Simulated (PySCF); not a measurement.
## Broadened absorption spectrum of C5H6F2OSi

Compound: C₅H₆F₂OSi.
Structure used (GFN2-xTB), in Å, numbered top down from 1:
```xyz
15
C5H6F2OSi angstrom
O      0.3534   -2.1331    1.7613
C      0.2897   -1.2125    0.9854
Si     1.7287   -0.0970    0.3388
C      0.5454    1.3168   -0.1633
C     -0.8292    0.7001   -0.2103
F     -1.8491    1.5936   -0.0693
C     -1.0866   -0.4874   -1.0723
C     -0.9785   -0.6658    0.4323
F     -2.1301   -0.9920    1.0790
H      2.3920   -0.7112   -0.8110
H      2.6402    0.2649    1.4151
H      0.7734    1.7859   -1.1206
H      0.5372    2.1136    0.5824
H     -2.0880   -0.5983   -1.4621
H     -0.3030   -0.8695   -1.7074
```

Theory: PySCF, TDDFT CAM-B3LYP/def2-SVPD, vertical, gas phase, core orbitals frozen in the response.

Each state is given a Gaussian of 0.3 eV full width at half maximum, with ε(max) = 2.175×10⁸ f / Δν̃ (Δν̃ the width in cm⁻¹). The width is an assumption, not a result. The curve ends short of the highest state used, and states not computed would add to its high-energy end.

| E (eV) | ε (L mol⁻¹ cm⁻¹) |
| --- | --- |
| 2.98 | 0 |
| 3.15 | 5 |
| 3.32 | 42 |
| 3.50 | 53 |
| 3.67 | 11 |
| 3.84 | 0 |
| 4.01 | 0 |
| 4.18 | 0 |
| 4.36 | 0 |
| 4.53 | 0 |
| 4.70 | 0 |
| 4.87 | 0 |
| 5.04 | 0 |
| 5.21 | 0 |
| 5.39 | 0 |
| 5.56 | 1 |
| 5.73 | 93 |
| 5.90 | 1730 |
| 6.07 | 5565 |
| 6.25 | 4351 |
| 6.42 | 2953 |
| 6.59 | 1675 |
| 6.76 | 2458 |
| 6.93 | 2744 |

Task: Locate the maxima and give the states behind the curve.

Result: 361 nm (3.43 eV), ε about 61, made up of S1 (100%); 203 nm (6.11 eV), ε about 5800, made up of S2 (94%); 181 nm (6.87 eV), ε about 3000, made up of S4 (12%) and S5 (88%) (ε in L mol⁻¹ cm⁻¹; maxima over ε = 5, shares over 10%). The states used: S1 3.43 eV (f 0.0007); S2 6.09 eV (f 0.061); S3 6.37 eV (f 0.031); S4 6.68 eV (f 0.012); S5 6.89 eV (f 0.030); S6 7.28 eV (f 0.013); S7 7.45 eV (f 0.0053); S8 7.53 eV (f 0.054).

Task: On this curve, what absorbance would a 10⁻³ mol/L sample give at 355 nm over a 1 cm path?

Result: 355 nm is 3.493 eV, where ε is about 54 L mol⁻¹ cm⁻¹, so A = ε c l ≈ 0.054 (Beer–Lambert, with the gas-phase spectrum and the assumed width).

Task: Does any computed singlet lie in the visible range?

Result: No computed singlet lies in the visible range (380 to 750 nm); the lowest, at 361 nm, stands 0.17 eV above its violet end (3.26 eV); a Tamm–Dancoff triplet lies at 441 nm, without intensity as long as spin–orbit coupling is left out.

Task: Coming from long wavelengths, where does ε first pass 100 L mol⁻¹ cm⁻¹?

Result: At about 216 nm (5.73 eV), 2.30 eV above S1.

Hardware: an Arm Neoverse V1 with one thread, no GPU, on a shared host. Cost: 80 s, 1.2 GiB resident at most.

One conformer stands for the species.
